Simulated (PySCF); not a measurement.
C6H5I, SMILES C#C/C=C(\I)C=C.

Geometry: PBE0-D3(BJ)/def2-SVP. The structure was generated by enumeration; whether it is a known compound was not checked. The def2 effective core potentials stand for the cores of I; spin–orbit coupling is left out. The values are those of a single conformer.

Two levels are set side by side: PBE/def2-TZVP (PySCF) and PBE0/def2-TZVP (PySCF). Same geometry, gas phase. Differences are taken from unrounded values.

```tsv
quantity	PBE0
orbital gap (eV)	4.71
highest occupied level (eV)	-6.66
lowest empty level (eV)	-1.95
dipole moment (D)	1.08
```

Problem. What does PBE give, and how far is it from PBE0? (The exact figures need the calculation; the answer reports its results.)

Solution. 
```
quantity                       PBE  PBE minus PBE0
---------------------------  -----  --------------
orbital gap (eV)              2.98           -1.73
highest occupied level (eV)  -5.73            0.93
lowest empty level (eV)      -2.75           -0.80
dipole moment (D)             1.02           -0.06
```

Without exact exchange PBE keeps part of each electron's self-repulsion, which lifts occupied levels and narrows the gap. Differences between two approximate levels are no errors against the true value.

Rough cost on one machine, each run with all the roots and properties that it gave: PBE0 against PBE about 1/3.
